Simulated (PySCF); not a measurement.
CH4N (SMILES C[NH-]), charge -1, singlet, at a GFN2-xTB geometry (in this run its highest filled SCF level lies above zero, so its values depend strongly on the basis, on diffuse functions most of all); BLYP/6-31G* run with PySCF.

The PySCF input:
```python
from pyscf import gto, scf, dft

mol = gto.Mole()
mol.atom = '''
    C     0.03918329    0.57726037    0.02256172
    N     0.01386466   -0.79320152    0.08399166
    H    -0.98685864    1.16240067    0.02218520
    H    -0.49443487   -1.14362403   -0.75261679
    H     0.57583997    0.97766943    0.90352376
    H     0.57330122    1.09240237   -0.89640406
'''
mol.basis = '6-31g*'
mol.charge = -1
mol.verbose = 4
mol.build()

mf = dft.RKS(mol)
mf.xc = 'blyp'
mf.kernel()
mf.analyze()
```

What the program printed (banner, timings and long lists left out):

```
PySCF version 2.14.0

[INPUT] verbose = 4
[INPUT] num. atoms = 6
[INPUT] num. electrons = 18
[INPUT] charge = -1
[INPUT] spin (= nelec alpha-beta = 2S) = 0
[INPUT] symmetry False subgroup None
[INPUT] Mole.unit = angstrom
[INPUT] Symbol           X                Y                Z      unit          X                Y                Z       unit  Magmom
[...]
nuclear repulsion = 36.3086604074878
number of shells = 20
number of NR pGTOs = 70
number of NR cGTOs = 36
basis = 6-31g*
ecp = {}

******** <class 'pyscf.dft.rks.RKS'> ********
method = RKS
initial guess = minao
damping factor = 0
level_shift factor = 0
DIIS = <class 'pyscf.scf.diis.CDIIS'>
diis_start_cycle = 1
diis_space = 8
diis_damp = 0
SCF conv_tol = 1e-09
SCF conv_tol_grad = None
SCF max_cycles = 50
direct_scf = True
direct_scf_tol = 1e-13
XC library pyscf.dft.libxc version 7.1.2
    S. Lehtola, C. Steigemann, M. J. T. Oliveira, and M. A. L. Marques,  SoftwareX 7, 1–5 (2018)
XC functionals = blyp
    A. D. Becke,  Phys. Rev. A 38, 3098 (1988)
    C. Lee, W. Yang, and R. G. Parr,  Phys. Rev. B 37, 785 (1988)
    B. Miehlich, A. Savin, H. Stoll, and H. Preuss,  Chem. Phys. Lett. 157, 200 (1989)
radial grids:
    Treutler-Ahlrichs [JCP 102, 346 (1995); DOI:10.1063/1.469408] (M4) radial grids

becke partition: Becke, JCP 88, 2547 (1988); DOI:10.1063/1.454033
pruning grids: <function nwchem_prune>
grids dens level: 3
symmetrized grids: False
atomic radii adjust function: <function treutler_atomic_radii_adjust>
small_rho_cutoff = 0
Set gradient conv threshold to 3.16228e-05
Initial guess from minao.
tot grids = 67256
init E= -95.0783535293166
[...]
cycle= 1 E= -94.9276020905235  delta_E= 0.151  |g|= 0.823  |ddm|= 2.11
[...]
cycle= 2 E= -93.5425072802369  delta_E= 1.39  |g|= 2.24  |ddm|= 10.2
[...]
cycle= 3 E= -95.0756798833231  delta_E= -1.53  |g|= 0.348  |ddm|= 9.77
[...]
cycle= 4 E= -95.1009337676286  delta_E= -0.0253  |g|= 0.194  |ddm|= 0.643
[...]
cycle= 5 E= -95.1096399528109  delta_E= -0.00871  |g|= 0.0256  |ddm|= 0.182
[...]
cycle= 6 E= -95.1099346994041  delta_E= -0.000295  |g|= 0.00412  |ddm|= 0.0914
[...]
cycle= 7 E= -95.1099385765137  delta_E= -3.88e-06  |g|= 0.00116  |ddm|= 0.00679
[...]
cycle= 8 E= -95.1099389578785  delta_E= -3.81e-07  |g|= 0.000162  |ddm|= 0.00232
[...]
cycle= 9 E= -95.1099389645852  delta_E= -6.71e-09  |g|= 2.88e-05  |ddm|= 0.000237
[...]
cycle= 10 E= -95.1099389647939  delta_E= -2.09e-10  |g|= 2.54e-06  |ddm|= 4.12e-05
[...]
Extra cycle  E= -95.1099389647932  delta_E= 7.39e-13  |g|= 3.37e-06  |ddm|= 1.44e-05
converged SCF energy = -95.1099389647932
**** SCF Summaries ****
Total Energy =                         -95.109938964793201
Nuclear Repulsion Energy =              36.308660407487793
One-electron Energy =                 -204.703465517346444
Two-electron Energy =                   73.284866145065450
Two-electron Coulomb Energy =           87.300522495453365
DFT Exchange-Correlation Energy =      -14.015656350387912
HOMO-LUMO gap [eV] =                     3.636444772201335
**** MO energy ****
[...]
 ** Mulliken pop on meta-lowdin orthogonal AOs  **
 ** Mulliken pop  **
[...]
 ** Mulliken atomic charges  **
charge of    0C =     -0.13379
charge of    1N =     -0.78947
charge of    2H =     -0.08784
charge of    3H =      0.07614
charge of    4H =      0.02280
charge of    5H =     -0.08784

WARN: System has nonzero charge -1; the dipole moment is origin-dependent.
Location of origin: [0. 0. 0.]

Dipole moment(X, Y, Z, Debye): -0.27172,  1.25991, -0.55749
```
